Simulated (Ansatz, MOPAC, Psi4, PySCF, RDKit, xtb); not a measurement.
Pair of molecules: HF (SMILES F) (first 2 atoms) with H2 (SMILES [H][H]); geometry from B3LYP-D3(BJ)/def2-TZVP, rigid monomers moved along the line of their centres of mass till H2···H4 is 2.26 Å.
(charge 0, multiplicity 1):
```xyz
4

F     -0.0821     0.1939    -0.5040
H     -0.0694     0.0989     0.4177
H     -0.0868    -0.4891     2.6034
H      0.0122     0.2472     2.6740
```

| level | interaction energy (meV) | minus CCSD(T)/CBS(aug-cc-pVTZ, aug-cc-pVQZ) | cost |
|---|---|---|---|
| UFF | 33.7 | 75.1 | - |
| GFN-FF | 10.9 | 52.2 | - |
| AM1 | -31.1 | 10.3 | - |
| PM6 | -13.2 | 28.2 | - |
| PM7 | -19.1 | 22.2 | - |
| GFN1-xTB | -18.2 | 23.1 | - |
| GFN2-xTB | -37.4 | 3.9 | - |
| HF/STO-3G (no counterpoise) | 23.5 | 64.8 | - |
| HF/3-21G (no counterpoise) | -9.4 | 32.0 | - |
| HF/6-31G* | -0.9 | 40.4 | - |
| HF/6-31G* (no counterpoise) | -5.1 | 36.2 | - |
| HF/aug-cc-pVTZ | -22.4 | 18.9 | - |
| HF/aug-cc-pVQZ | -22.6 | 18.7 | - |
| PBE/def2-TZVPPD | -48.7 | -7.4 | ×1 |
| PBE-D3(BJ)/def2-TZVPPD | -56.3 | -15.0 | ×1 |
| r2SCAN/def2-TZVPPD | -36.6 | 4.8 | ×2 |
| r2SCAN-D3(BJ)/def2-TZVPPD | -38.9 | 2.5 | ×2 |
| r2SCAN-D4/def2-TZVPPD | -38.2 | 3.1 | ×2 |
| B3LYP/3-21G (no counterpoise) | -28.7 | 12.7 | - |
| B3LYP/6-31G* | -18.1 | 23.3 | - |
| B3LYP/6-31G* (no counterpoise) | -24.9 | 16.5 | - |
| B3LYP/6-311+G** (no counterpoise) | -31.6 | 9.7 | - |
| B3LYP/def2-TZVPPD | -33.1 | 8.2 | ×1 |
| B3LYP-D3(BJ)/def2-TZVPPD | -44.6 | -3.2 | ×1 |
| B3LYP-D4/def2-TZVPPD | -40.7 | 0.6 | ×1 |
| PBE0/def2-TZVPPD | -43.7 | -2.4 | ×1 |
| PBE0-D4/def2-TZVPPD | -48.2 | -6.8 | ×1 |
| M06-2X/6-31G* (no counterpoise) | -22.9 | 18.4 | - |
| wB97X-V/def2-TZVPPD | -43.0 | -1.7 | ×3 |
| MP2/6-31G* | -2.3 | 39.0 | - |
| MP2/aug-cc-pVDZ | -32.9 | 8.5 | - |
| MP2/aug-cc-pVTZ | -38.1 | 3.3 | - |
| MP2/aug-cc-pVQZ | -39.2 | 2.1 | - |
| MP2/CBS(aug-cc-pVTZ, aug-cc-pVQZ) | -39.9 | 1.4 | - |
| CCSD/aug-cc-pVDZ | -31.3 | 10.1 | - |
| CCSD/aug-cc-pVTZ | -36.7 | 4.6 | - |
| CCSD(T)/aug-cc-pVDZ | -33.2 | 8.1 | ×1 |
| CCSD(T)/aug-cc-pVQZ | -40.6 | 0.7 | ×800* |
| CCSD(T)/CBS(aug-cc-pVTZ, aug-cc-pVQZ) | -41.3 | 0.0 | ×800* |
| SAPT0/jun-cc-pV(D+d)Z | -30.4 | 10.9 | - |

 The comparison column counts from a level with limits of its own.

The rows run from -56.3 (PBE-D3(BJ)/def2-TZVPPD) to 33.7 meV (UFF). In aug-cc-pVQZ the value moves HF -22.6, MP2 -39.2, CCSD(T) -40.6, a shift of -18.1 from HF to CCSD(T). From aug-cc-pVDZ to aug-cc-pVQZ CCSD(T) changes by -7.4. The dispersion term adds -7.6 in PBE-D3(BJ), -2.3 in r2SCAN-D3(BJ), -1.7 in r2SCAN-D4. The 5 functionals in def2-TZVPPD without D3 or D4 span 15.6, from PBE to B3LYP.

Interaction energies are E(AB) − E(A) − E(B) at the monomers' geometry in the complex; basis-set methods are counterpoise corrected. Rows marked so take none. RDKit's UFF carries no charges.

Correlated levels freeze the cores. CBS(a, b) extrapolates the correlation energy as X⁻³ and adds the Hartree–Fock energy of set b. Rows in 3-21G, 6-311+G**, 6-31G*, STO-3G carry no dispersion term and start afresh at each structure (6-31G* with six Cartesian d functions). MP2/6-31G* freezes PySCF's default core. The state that AM1, PM6, PM7 reach isn't checked; PM7 holds dispersion and hydrogen-bond terms.

The values were computed with Ansatz (a quantum-chemistry and plane-wave program) with Gaussian orbitals; MOPAC for AM1, PM6, PM7 (differences of heats of formation); Psi4 for SAPT; PySCF for 3-21G rows, 6-311+G** rows, 6-31G* rows, STO-3G rows, the dispersion terms; RDKit for the force fields; xtb for the GFN methods. Values without a source in brackets are computed.

Costs are rough ratios of core time to PBE/def2-TZVPPD (about 1.2 s over the structures, on one shared machine); a dash marks a level with no comparable run of its own. A star marks coupled-cluster runs past 200 virtual orbitals, where the program's memory plan changes under this machine's limit, so their costs aren't comparable with smaller runs.
